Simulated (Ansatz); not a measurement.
Harmonic frequencies (cm⁻¹) at PBE0-D4/def2-TZVP from Ansatz: 164, 253, 306, 374, 472, 497, 563, 617, 756, 845, 909, 933, 1051, 1101, 1132, 1218, 1312, 1379, 1402, 1469, 1476, 1997, 2983, 3045, 3124, 3136, 3703.

Question: Which molecule is it?
A. `O=CC(Cl)O[SiH3]`
B. `C=C([SeH])CO`
C. `O[CH]1C[NH][AlH]1`
D. `CC1[NH][AlH][O]1`

Answer: D.
